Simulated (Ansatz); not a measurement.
Total energies of InMe2(acnac) (C7H14InNO) from Ansatz at BLYP-D4/def2-TZVP, gas phase (1 Eh = 27.2114 eV = 2625.5 kJ/mol). The reference geometry is relaxed at PBE-D4/def2-SVP.

```json
{"state": "charge 0 singlet", "geometry": "reference", "energy (Eh)": "-595.30874"}
{"state": "charge 1 doublet", "geometry": "reference", "energy (Eh)": "-595.03973"}
{"state": "charge -1 doublet", "geometry": "reference", "energy (Eh)": "-595.29135"}
{"state": "free In atom (doublet)", "geometry": "–", "energy (Eh)": "-190.08095"}
{"state": "free C atom (triplet)", "geometry": "–", "energy (Eh)": "-37.84656"}
{"state": "free H atom (doublet)", "geometry": "–", "energy (Eh)": "-0.49755"}
{"state": "free O atom (triplet)", "geometry": "–", "energy (Eh)": "-75.08514"}
{"state": "free N atom (quartet)", "geometry": "–", "energy (Eh)": "-54.58940"}
```

In the def2 sets In takes a core potential; there is no spin–orbit coupling.

(1) Work out the vertical ionisation energy to the doublet.

(2) Work out the vertical electron affinity, to the doublet.

(3) Give the fundamental gap IE − EA, the Mulliken electronegativity (IE + EA)/2 and the hardness (IE − EA)/2.

(4) What is the binding energy per atom against free atoms?

(1) E(charge 1 doublet) − E(charge 0 singlet) = -595.03973 − (-595.30874) = 0.26901 Eh = 7.32 eV. For comparison, −ε of the highest occupied level is 4.92 eV at this level, 2.40 eV less.

(2) E(charge 0 singlet) − E(charge -1 doublet) = -595.30874 − (-595.29135) = -0.01739 Eh = -0.47 eV; negative, so the extra electron isn't bound. The basis lacks diffuse functions, which makes affinities too small.

(3) From the values in Eh: IE − EA = 0.26901 − (-0.01739) = 0.28640 Eh = 7.79 eV; (IE + EA)/2 = 3.42 eV; (IE − EA)/2 = 3.90 eV. The HOMO–LUMO gap of the same run is 3.09 eV, 4.70 eV smaller than the fundamental gap.

(4) Atoms: 1 × (-190.08095) + 7 × (-37.84656) + 14 × (-0.49755) + 1 × (-75.08514) + 1 × (-54.58940) = -591.64711 Eh. Binding: -591.64711 − (-595.30874) = 3.66163 Eh = 99.64 eV, or 4.15 eV for each of 24 atoms (no zero-point energy, no counterpoise term).

At BLYP-D4/def2-TZVP the highest occupied level of the charge -1 doublet lies above zero (up to 2.69 eV). By energy differences it is unbound by 0.47 eV (vertical, to the charge 0 singlet, at BLYP-D4/def2-TZVP) and held by the finite basis. At BLYP-D4/def2-TZVP the gap within one spin of the charge -1 doublet nearly closes, so an electron or hole may be smeared out by delocalisation error.
